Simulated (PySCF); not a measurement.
Se(Br)(SH) (BrHSSe), SMILES [Se](S)Br.

Geometry optimised at B3LYP-D3(BJ)/def2-SVP. The values are those of a single conformer.

The numbers are results of TDA-CAM-B3LYP/def2-SVPD in PySCF, not measurements.

Vertical excitations. The molecule is in vacuum.

Computed excitation energies, oscillator strengths and character:
| state | energy (eV) | λ (nm) | f | main pairs |
|---|---|---|---|---|
| S1 | 2.69 | 461 | 0.001 | HOMO→LUMO 98 % |
| S2 | 3.96 | 313 | 0.001 | HOMO→LUMO+1 91 % |
| S3 | 4.14 | 299 | 0.012 | HOMO−2→LUMO 61 %, HOMO−1→LUMO 31 % |
| S4 | 4.55 | 272 | 0.053 | HOMO−1→LUMO 42 %, HOMO−2→LUMO 32 %, HOMO−1→LUMO+1 13 % |
| S5 | 4.83 | 257 | 0.002 | HOMO−3→LUMO 90 % |
| S6 | 5.06 | 245 | 0.029 | HOMO−1→LUMO+1 73 %, HOMO−1→LUMO 12 % |
| S7 | 6.04 | 205 | 0.002 | HOMO→LUMO+2 84 % |
| S8 | 6.30 | 197 | 0.090 | HOMO−2→LUMO+1 64 %, HOMO−5→LUMO 10 % |
| S9 | 6.51 | 190 | 0.029 | HOMO−1→LUMO+2 72 % |
| S10 | 6.56 | 189 | 0.012 | HOMO−3→LUMO+1 86 % |
| T1 | 1.96 | 631 | 0 | HOMO→LUMO 97 % |
| T2 | 3.33 | 373 | 0 | HOMO→LUMO+1 88 % |
| T3 | 3.44 | 361 | 0 | HOMO−1→LUMO 66 %, HOMO−2→LUMO 27 % |
| T4 | 3.63 | 342 | 0 | HOMO−2→LUMO 69 %, HOMO−1→LUMO 23 % |
Triplets are in the Tamm–Dancoff approximation.
